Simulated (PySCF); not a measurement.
The second ionisation energy along the 4p block

Calculated with PySCF 2.14 from differences of total energies of unrestricted determinants, without spin-orbit coupling. Values in eV. The last column holds reference values (NIST; (s) semi-empirical, (t) theoretical, else measured). Unmarked ones compare directly (S terms, centres of terms, or small fine structure); those marked * lie between the lowest fine-structure levels and include a spin-orbit shift.

```tsv
element	configurations	UHF	CCSD (valence)	CCSD(T) (valence)	LDA	PBE	PBE0	reference
Ga (aug-cc-pVTZ-DK, spin-free X2C)	[Ar] 3d10 4s2 → [Ar] 3d10 4s1	18.771	19.763	19.763	21.160	20.788	20.460	20.515
Ge (aug-cc-pVTZ-DK, spin-free X2C)	[Ar] 3d10 4s2 4p1 → [Ar] 3d10 4s2	15.248	15.559	15.580	15.893	15.761	15.795	15.789
As (aug-cc-pVTZ-DK, spin-free X2C)	[Ar] 3d10 4s2 4p2 → [Ar] 3d10 4s2 4p1	17.979	18.384	18.410	18.652	18.495	18.552	18.589 *
Se (aug-cc-pVTZ-DK, spin-free X2C)	[Ar] 3d10 4s2 4p3 → [Ar] 3d10 4s2 4p2	20.842	21.311	21.340	21.464	21.301	21.396	21.196 ± 0.01 *
Br (aug-cc-pVTZ-DK, spin-free X2C)	[Ar] 3d10 4s2 4p4 → [Ar] 3d10 4s2 4p3	20.239	21.057	21.084	21.643	21.368	21.381	21.409
Kr (aug-cc-pVTZ-DK, spin-free X2C)	[Ar] 3d10 4s2 4p5 → [Ar] 3d10 4s2 4p4	23.232	24.078	24.110	24.611	24.304	24.344	24.360 *
```

Task: Which of these methods has the smallest mean absolute error against the measured values here?

Result: PBE0, with 0.030 eV.

```json
{"method": "UHF", "elements": "3", "mean error (eV)": "-1.151", "mean absolute error (eV)": "1.151", "largest error (eV)": "-1.744"}
{"method": "CCSD (valence)", "elements": "3", "mean error (eV)": "-0.444", "mean absolute error (eV)": "0.444", "largest error (eV)": "-0.752"}
{"method": "CCSD(T) (valence)", "elements": "3", "mean error (eV)": "-0.428", "mean absolute error (eV)": "0.428", "largest error (eV)": "-0.752"}
{"method": "LDA", "elements": "3", "mean error (eV)": "0.328", "mean absolute error (eV)": "0.328", "largest error (eV)": "0.645"}
{"method": "PBE", "elements": "3", "mean error (eV)": "0.068", "mean absolute error (eV)": "0.113", "largest error (eV)": "0.273"}
{"method": "PBE0", "elements": "3", "mean error (eV)": "-0.025", "mean absolute error (eV)": "0.030", "largest error (eV)": "-0.055"}
```

Errors include the incompleteness of the basis and the frozen core.

"Valence" correlates the outer s and p shells and, in groups 3 to 12 and the f block, the outer d or f shell, open or full, or the next shell where the ion has no valence electron left; the wider scheme adds the next inner shell.
